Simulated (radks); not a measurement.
Results of a calculation; reference values are marked as such.
The nuclear charge of neutral promethium is varied continuously with 61 electrons held in [Xe] 4f5 6s2. Code: a radial shooting solver on a logarithmic mesh with Libxc functionals. Model: non-relativistic Kohn-Sham, PBE, spin-polarised, spherical densities, point nucleus; open shells are filled with parallel spins first (spin-orbit coupling, left out, can overturn this in heavy ions); relativity is left out, which matters for an element this heavy. By the Hellmann-Feynman theorem dE/dZ = E(electron-nucleus)/Z, the electronic potential at the nucleus.

| Z | E (hartree) | E(electron-nucleus)/Z (hartree) | HOMO | e(HOMO) (eV) | <r> HOMO (bohr) |
|---|---|---|---|---|---|
| 60.75 | -9564.2413 | -373.384 | 6s | -2.007 | 5.029 |
| 61 | -9657.8403 | -375.408 | 6s | -3.259 | 4.688 |
| 61.25 | -9751.9445 | -377.425 | 6s | -4.638 | 4.417 |
| 61.5 | -9846.5522 | -379.436 | 6s | -6.129 | 4.193 |
| 61.75 | -9941.6622 | -381.444 | 6s | -7.724 | 4.004 |
| 62 | -10037.2738 | -383.448 | 6s | -9.414 | 3.840 |

The central difference of E at Z = 61 is -375.406 hartree, to compare with the third column; the second derivative is -8.08 hartree.
